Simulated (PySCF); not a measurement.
C2H6BF2N. Atoms are numbered in the order given.

```xyz
12

N      0.0000     0.0000    -1.3784
B      0.0000     0.0000     0.0064
C     -1.3822     0.0000     0.7860
F     -2.4631     0.0000    -0.0980
C      1.3822     0.0000     0.7860
F      2.4631     0.0000    -0.0980
H     -0.8602     0.0000    -1.9150
H      0.8602     0.0000    -1.9150
H     -1.4718    -0.8855     1.4447
H     -1.4718     0.8855     1.4447
H      1.4718     0.8855     1.4447
H      1.4718    -0.8855     1.4447
```
Charge 0, spin multiplicity 1.

Geometry: B3LYP-D3(BJ)/def2-SVP. The structure was generated by enumeration, and PubChem lists no compound with its InChIKey, so it may never have been made. One conformer was computed; it need not be the lowest.

Level of theory: PBE/def2-TZVP run with PySCF.

Symmetry labels are those of the subgroup C2v that the program uses (full group C2v).

Computed valence orbital energies around the gap with their symmetry:
| orbital | symmetry | energy (eV) |
|---|---|---|
| HOMO−7 | A2 | -11.29 |
| HOMO−6 | A1 | -10.43 |
| HOMO−5 | B1 | -10.17 |
| HOMO−4 | B2 | -8.17 |
| HOMO−3 | A1 | -7.81 |
| HOMO−2 | A2 | -7.77 |
| HOMO−1 | B2 | -7.14 |
| HOMO | B1 | -6.88 |
| LUMO | B2 | -0.39 |
| LUMO+1 | A1 | -0.15 |
| LUMO+2 | A1 | 0.31 |
| LUMO+3 | B1 | 1.17 |
